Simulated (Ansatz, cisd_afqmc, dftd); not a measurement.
System: GeH3Br, charge 0, singlet. GeH3Br (bromogermane, SMILES [GeH3][Br]).
B3LYP-D3(BJ)/def2-TZVP minimum from Ansatz (a program for electronic structure):
```xyz
5

Ge    -1.1460     0.0333     0.0073
Br     1.1847    -0.0344    -0.0075
H     -1.5582     1.4647    -0.3541
H     -1.5995    -0.3477     1.4210
H     -1.6334    -0.9778    -1.0364
```

Property: atomisation energy (electronic, to ground-state atoms), in kcal/mol. UHF or UKS for unpaired electrons; spin-orbit terms are left out. Correlated methods leave the cores frozen (noble-gas shells, and filled d and f shells in the p block). No relativity. AFQMC is phaseless with a CISD trial state; ± is one standard error, without the phaseless bias. Outlying blocks are dropped, and bars are widened where a walk drifts. Over all cases where full CI ran beside it in this data, AFQMC minus full CI had a median of +0.1 mEh and passed +0.4 mEh in a tenth of the cases. CBS(X,Y): correlation extrapolated as X^-3, Hartree-Fock from the larger set (Q,5: extrapolated as (X+1)exp(-9√X)). A bracket is a step between two methods taken in the basis named. Double hybrids freeze cores in their MP2 part. Where a partner has so few electrons that a lower coupled-cluster level is exact, that level stands in. Spin-orbit terms, left out, reach several kcal/mol for Br and I, and more for heavier atoms.

| level | program | atomisation energy (kcal/mol) | difference against the last row |
|---|---|---|---|
| HF/cc-pVDZ | Ansatz | 215.7 | -79.5 |
| HF/cc-pVTZ | Ansatz | 218.8 | -76.4 |
| PBE-D4/def2-TZVPD | Ansatz + dftd4 | 290.6 | -4.6 |
| r2SCAN-D4/def2-TZVPD | Ansatz + dftd4 | 296.2 | 1.0 |
| B3LYP-D4/def2-TZVPD | Ansatz + dftd4 | 291.6 | -3.6 |
| B2PLYP-D4/def2-TZVPD | Ansatz + dftd4 | 288.3 | -6.9 |
| B2GP-PLYP-D3(BJ)/def2-TZVPD | Ansatz + dftd3 | 289.5 | -5.7 |
| MP2/cc-pVTZ | Ansatz | 282.4 | -12.8 |
| CCSD/cc-pV5Z | Ansatz | 290.1 | -5.1 |
| CCSD(T)/cc-pVDZ | Ansatz | 271.0 | -24.2 |
| CCSD(T)/cc-pVQZ | Ansatz | 291.8 | -3.4 |
| CCSDTQ/cc-pVDZ | Ansatz | 271.3 | -23.9 |
| CCSD(T)/CBS(cc-pVQZ,cc-pV5Z) + [AFQMC/CISD - CCSD(T)]/cc-pVTZ | Ansatz + cisd_afqmc | 295.1 ± 0.3 | -0.1 |
| CCSD(T)/CBS(cc-pVQZ,cc-pV5Z) + [CCSDT(Q) - CCSD(T)]/cc-pVTZ + [CCSDTQ - CCSDT(Q)]/cc-pVDZ | Ansatz | 295.2 | 0.0 |
